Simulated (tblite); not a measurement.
Here is a computed GFN2-xTB geometry (Å):
```
atom  x, y, z in Å
O1     2.876   -1.594   -0.476
C2     2.348   -0.540   -0.244
C3     0.893   -0.329   -0.117
C4    -0.040   -1.324   -0.257
C5    -1.389   -1.183   -0.151
C6    -1.868    0.098    0.127
C7    -0.991    1.158    0.283
C8     0.369    0.946    0.162
F9     1.208    1.985    0.315
H10    2.938    0.384   -0.103
H11   -2.067   -2.012   -0.274
H12   -2.932    0.261    0.220
H13   -1.350    2.152    0.498
```

Doublet state.

(1) Which heavy atoms are bonded, and with what formal order?

(2) Which species is it?

(3) Name the point group.

(4) Which rings does it hold (smallest set)?

(5) Describe the place of each heavy atom.

(6) What is the arrangement about C5?

(7) What is the arrangement about C7?

## Answers

(1) O1–C2 1.20 Å (double); C2–C3 1.48 Å (single); C3–C4 1.37 Å (aromatic); C4–C5 1.36 Å (aromatic); C5–C6 1.40 Å (aromatic); C6–C7 1.38 Å (aromatic); C7–C8 1.38 Å (aromatic); C8–F9 1.34 Å (single); C3–C8 1.41 Å (aromatic). Bonds to hydrogen (Å): C2–H10 1.11; C5–H11 1.08; C6–H12 1.08; C7–H13 1.08. The orders are those of one drawing; other resonance forms can be drawn.

(2) `O=Cc1[c]cccc1F`, C7H4FO.

(3) Cs (every atom within 0.08 Å of its image).

(4) C3–C4–C5–C6–C7–C8 (6 members, 0.00 Å rms from planarity).

(5) O1: oxygen bonded to C; C2: carbon bonded to C, O and H; C3: carbon bonded to 3 C; C4: carbon bonded to 2 C; C5: carbon bonded to 2 C and H; C6: carbon bonded to 2 C and H; C7: carbon bonded to 2 C and H; C8: carbon bonded to 2 C and F; F9: fluorine bonded to C.

(6) It has 3 neighbours (C4, C6, H11) and is planar (angles 122.3°, 120.8° and 116.8°, sum 360.0°, 0.00 Å off the plane of its three neighbours).

(7) It has 3 neighbours (C6, C8, H13) and is planar (angles 121.1°, 119.8° and 119.1°, sum 360.0°, 0.00 Å off the plane of its three neighbours).
